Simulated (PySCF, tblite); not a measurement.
Species: C₆H₁₆N₂.
Atom-mapped SMILES: `[CH3:1][CH2:2][C:3]([CH3:4])([CH3:5])[NH:6][NH:7][CH3:8]` (hydrogens: H9, H10, H11 on C1; H12, H13 on C2; H14, H15, H16 on C4; H17, H18, H19 on C5; H20 on N6; H21 on N7; H22, H23, H24 on C8)

Structure used (GFN2-xTB), in Å, numbered top down from 1:
```
atom  x, y, z in Å
C1    -1.216    1.806   -0.570
C2    -0.552    1.173    0.647
C3    -0.452   -0.359    0.564
C4    -1.817   -1.001    0.308
C5     0.118   -0.896    1.890
N6     0.394   -0.694   -0.578
N7     1.717   -0.205   -0.472
C8     2.282    0.041   -1.782
H9    -0.763    1.417   -1.477
H10   -2.282    1.595   -0.593
H11   -1.084    2.885   -0.547
H12    0.465    1.557    0.734
H13   -1.101    1.444    1.550
H14   -2.550   -0.623    1.016
H15   -2.152   -0.782   -0.701
H16   -1.756   -2.082    0.422
H17    0.293   -1.969    1.824
H18   -0.580   -0.713    2.703
H19    1.057   -0.401    2.126
H20    0.361   -1.701   -0.757
H21    2.325   -0.837    0.055
H22    1.660    0.779   -2.286
H23    2.336   -0.859   -2.413
H24    3.285    0.445   -1.656
```

Computed, not measured: PBE0/pcSseg-1 in PySCF (dipole) on a GFN2-xTB geometry, gas phase.

Masses are those of the commonest isotopes; rigid-rotor values at the optimised geometry. The values belong to one conformer with, in the numbering `[CH3:1][CH2:2][C:3]([CH3:4])([CH3:5])[NH:6][NH:7][CH3:8]`, C1–C2–C3–C4 -54°, C2–C3–N6–N7 62°, C3–N6–N7–C8 -152°.

Question: What are A, B and C (GHz)?

Answer: Ia = 208.37, Ib = 330.82, Ic = 414.04 u·Å²; 505379 MHz·u·Å²/I gives 2425, 1528 and 1221 MHz, that is A = 2.4254, B = 1.5277, C = 1.2206 GHz.

Question: What kind of rotor is it?

Answer: An asymmetric top. Ray's parameter κ = (2B − A − C)/(A − C) = -0.490; −1 is the prolate and +1 the oblate limit.

Question: Is it planar, by Δ = Ic − Ia − Ib?

Answer: Not planar: Δ = Ic − Ia − Ib = -125.15 u·Å². For a rigid frame Δ = −2 Σ m c², so Σ m c² = 62.57 u·Å² lies off the ab plane: 21.19 from hydrogen and 41.39 from heavier atoms. The atom farthest from that plane is 1.89 Å away.

Question: Which types of transition are allowed, and where do some lines up to J = 4 fall?

Answer: The dipole components are |μa| = 0.56 D, |μb| = 1.52 D, |μc| = 0.36 D. Intensities carry the squares of the components, which stand as 0.14 : 1.00 : 0.06 (a : b : c). Some lines, for components of 0.1 D or more:

| type | branch | J(Ka,Kc) | MHz | lower level (cm⁻¹) |
| --- | --- | --- | --- | --- |
| c | Q | 3(1,3) ← 3(0,3) | 405 | 0.540 |
| c | Q | 2(1,2) ← 2(0,2) | 657 | 0.273 |
| a | Q | 4(2,2) ← 4(2,3) | 845 | 1.055 |
| a | Q | 2(1,1) ← 2(1,2) | 921 | 0.295 |
| b | Q | 1(1,0) ← 1(0,1) | 1205 | 0.092 |
| b | Q | 2(1,1) ← 2(0,2) | 1578 | 0.273 |
| b | Q | 2(2,0) ← 2(1,1) | 2759 | 0.325 |
| b | Q | 2(2,1) ← 2(1,2) | 3614 | 0.295 |
| b | Q | 4(2,3) ← 4(1,4) | 4784 | 0.896 |
| c | Q | 3(3,1) ← 3(2,1) | 4981 | 0.701 |
| b | Q | 3(3,0) ← 3(2,1) | 4990 | 0.701 |
| b | Q | 4(3,2) ← 4(2,3) | 5456 | 1.055 |
| a | R | 2(1,1) ← 1(1,0) | 5804 | 0.132 |
| c | R | 2(1,1) ← 1(0,1) | 7008 | 0.092 |
| c | R | 2(2,0) ← 1(1,0) | 8563 | 0.132 |
| b | R | 2(2,0) ← 1(1,1) | 8870 | 0.122 |
| b | R | 4(0,4) ← 3(1,3) | 10055 | 0.553 |
| c | R | 3(1,2) ← 2(0,2) | 10237 | 0.273 |
| b | R | 4(1,4) ← 3(0,3) | 10675 | 0.540 |
| a | R | 4(3,2) ← 3(3,1) | 11102 | 0.867 |
| c | R | 3(2,1) ← 2(1,1) | 11251 | 0.325 |
| a | R | 4(2,2) ← 3(2,1) | 11473 | 0.701 |
| b | R | 4(2,3) ← 3(1,2) | 13221 | 0.614 |
| b | R | 3(3,1) ← 2(2,0) | 13473 | 0.417 |
| c | R | 3(3,0) ← 2(2,0) | 13482 | 0.417 |
| b | R | 3(3,0) ← 2(2,1) | 13548 | 0.415 |
| c | R | 4(1,3) ← 3(0,3) | 13683 | 0.540 |
| c | R | 4(4,1) ← 3(3,1) | 18366 | 0.867 |

Question: Estimate the classical rotational partition function at 10 K, 100 K and 500 K.

Answer: Point group C1, symmetry number σ = 1; q = (√π/σ)·√((kT/h)³/(ABC)), k/h = 20836.6 MHz/K: 2510 at 10 K, 79300 at 100 K, 886000 at 500 K.

Its GFN2-xTB frequencies are all real (lowest 66 cm⁻¹). No vibrational averaging or centrifugal distortion is included, and the geometry carries the error of its method. A rigid rotor knows nothing of inversion at nitrogen or internal rotation, which can split or shift real lines. Quadrupole hyperfine structure (14N) is left out.

The run took 49 s (grids of density and orbitals included) on Intel Xeon Platinum 8375C at 2.90 GHz, one thread, shared host with 32 logical CPUs at a one-minute load of 4.5, and the process peaked at 0.96 GiB of memory. This is the PBE0/pcSseg-1 job that gave the dipole, with the shieldings it also computed.
